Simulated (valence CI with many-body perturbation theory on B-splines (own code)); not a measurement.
**Run record, Cs49+**

Calculated by configuration interaction combined with many-body perturbation theory (CI+MBPT): four valence electrons over a frozen Dirac-Fock core [He], a basis of 6 s, 6 p, 5 d, 3 f, 1 g functions for each j, with the one-electron correlation potential Σ1 (screened to all orders), the two-electron term Σ2, the three-electron term Σ3, Breit, model QED; selected single and double excitations, second order for the rest, scaled by the run's own slope (own B-spline code, finite nucleus).

Command, and the settings that its task file holds:

```sh
python run_cv.py task.json out
```

```
atom Cs  Z=55  mass_number=133  rms_radius_fm=4.8041
core [He]
valence 2s2 2p2
avg = 1
basis = S
breit = 1
cap = 10000
capref = 1200
cscale = 1
de = 0.0
dress = 0
eps = 2e-08
extrap = 1
h = 0.27
hh = 1
l2 = 3
lcore = 6
maxit = 60
n2 = 5
natural = 1
nlev = 21
nno = [3, 3, 3, 2, 1]
nroot = 26
nsp = [3, 3, 2, 1, 0]
pt2 = 1
qed = 1
rmax = 0.44
rpa = 1
s1 = 1
s2 = 1
s3 = 1
screen = 1
tol = 2e-05
whole = 1
```

It took 8.1 s on 1 thread of AMD EPYC 7R43 64-Core Processor (Zen 3) (shared host).

Log. The first blocks belong to the next ion, which gives the ionisation energy. Fields: 2J, parity (1 odd), roots, reference size, generating configurations, candidates as configurations/state functions, variational space P, stored matrix elements, Davidson steps; e2 is the range of second-order energies in hartree. The first line gives the box (bohr), its intervals, the orbitals and the steps of their self-consistent field. Window is the range of levels sought, series limit the energy at which the first omitted orbital would enter, core excitation an estimate of the first excitation out of the core, left out the lowest levels not solved, and shifts from estimates the range by which levels moved from their first estimate, all in cm⁻¹.

```
rmax 0.4 intervals 50 orbitals 36 references ['2s2 2p2', '2s 2p3', '2p4'] scf 2 t 0.3
2J=1 par=1 roots 2 ref 40 generators 2 cand 653/925 P 538/808 nnz 0 it 0
2J=1 par=1 roots 2 ref 40 generators 2 cand 147/157 P 562/838 nnz 0 it 0
   second order: generators 4 cand 475/590 e2 -0.00001 -0.00000
reference levels 236, estimated 236, window 43350575 1/cm; series limit 43350575, core excitation 251318055
2J=0 par=0 roots 7 ref 18 generators 12 cand 2119/3503 P 2333/3523 nnz 9.4e+05 it 4
2J=0 par=0 roots 7 ref 18 generators 15 cand 1920/3355 P 2827/4364 nnz 1.4e+06 it 5
   second order: generators 20 cand 2011/3229 e2 -0.00001 -0.00000
2J=2 par=0 roots 6 ref 34 generators 12 cand 3587/12408 P 1201/3546 nnz 1.2e+06 it 5
2J=2 par=0 roots 6 ref 34 generators 16 cand 3841/14607 P 2901/9658 nnz 7e+06 it 8
   second order: generators 17 cand 2141/8495 e2 -0.00002 -0.00000
2J=4 par=0 roots 6 ref 37 generators 13 cand 4369/21056 P 1128/3667 nnz 1.5e+06 it 5
2J=4 par=0 roots 6 ref 37 generators 14 cand 4222/20583 P 2590/9998 nnz 8.4e+06 it 5
   second order: generators 16 cand 2760/14252 e2 -0.00006 -0.00000
2J=4 par=1 roots 7 ref 36 generators 12 cand 4404/21040 P 1032/3578 nnz 1.5e+06 it 5
2J=4 par=1 roots 7 ref 36 generators 13 cand 4095/20018 P 2489/9995 nnz 8.5e+06 it 5
   second order: generators 20 cand 3994/21950 e2 -0.00009 -0.00000
2J=2 par=1 roots 8 ref 36 generators 14 cand 3621/12513 P 1243/3572 nnz 1.3e+06 it 5
2J=2 par=1 roots 8 ref 36 generators 18 cand 3872/14649 P 2993/9784 nnz 7.1e+06 it 5
   second order: generators 23 cand 2995/12384 e2 -0.00003 -0.00000
2J=6 par=1 roots 3 ref 21 generators 8 cand 3201/15515 P 998/3524 nnz 1.5e+06 it 4
2J=6 par=1 roots 3 ref 21 generators 10 cand 3562/18429 P 2484/9997 nnz 8.8e+06 it 5
   second order: generators 15 cand 3127/20030 e2 -0.00007 -0.00000
2J=0 par=1 roots 4 ref 14 generators 10 cand 2078/3222 P 2244/3519 nnz 9.6e+05 it 4
2J=0 par=1 roots 4 ref 14 generators 10 cand 1417/2217 P 2604/4069 nnz 1.2e+06 it 4
   second order: generators 12 cand 1657/2846 e2 -0.00001 -0.00000
2J=6 par=0 roots 1 ref 21 generators 4 cand 2410/13239 P 938/3520 nnz 1.5e+06 it 5
2J=6 par=0 roots 1 ref 21 generators 6 cand 3205/17201 P 1578/6535 nnz 4.5e+06 it 5
   second order: generators 7 cand 3161/16975 e2 -0.00004 -0.00004
left out: unestimated none, estimated 46427125, shifts from estimates 0 to 128
operators 0.1
```

The Davidson iterations converged. The settings are bad on purpose, so the numbers may not be properties of the ion.

No measured spectrum was set against this ion. As an estimate, large intervals hold to a few tenths of a per cent, small ones and those within an open d or f shell to about a per cent.

```yaml
Valence_energy: -1439.411 hartree
Ionisation_energy: "9351.5 eV (NIST: 9350 ± 4 eV (theoretical))"
Reference_configurations_for_the_orbitals: 2s2 2p2, 2s 2p3, 2p4
Radial_orbitals: 36
Box_radius: 0.44 bohr
Largest_variational_space: 9998
Lowest_levels: (2s^2 2p1/2^2) J=0 0.0, (2s^2 2p1/2 2p3/2) J=1 361.7, (2s^2 2p1/2 2p3/2) J=2 377.6, (2s 2p1/2^2 2p3/2) J=2 552.6, (2s 2p1/2^2 2p3/2) J=1 614.7, (2s^2 2p3/2^2) J=2 752.3, (2s^2 2p3/2^2) J=0 793.8, (2s 2p1/2 2p3/2^2) J=2 [a] 897.6, (2s 2p1/2 2p3/2^2) J=3 933.1, (2s 2p1/2 2p3/2^2) J=0 971.4, (2s 2p1/2 2p3/2^2) J=1 [a] 986.6, (2s 2p1/2 2p3/2^2) J=2 [b] 996.9, (2s 2p1/2 2p3/2^2) J=1 [b] 1000.3, (2p1/2^2 2p3/2^2) J=2 1201.9 eV
```

Levels are named by their leading jj configuration (3d3/2^4 stands for four electrons in 3d with j = 3/2), which in mixed levels can hold well under half, so a name can repeat and another be missing. Letters in brackets count levels of one name in rising energy.
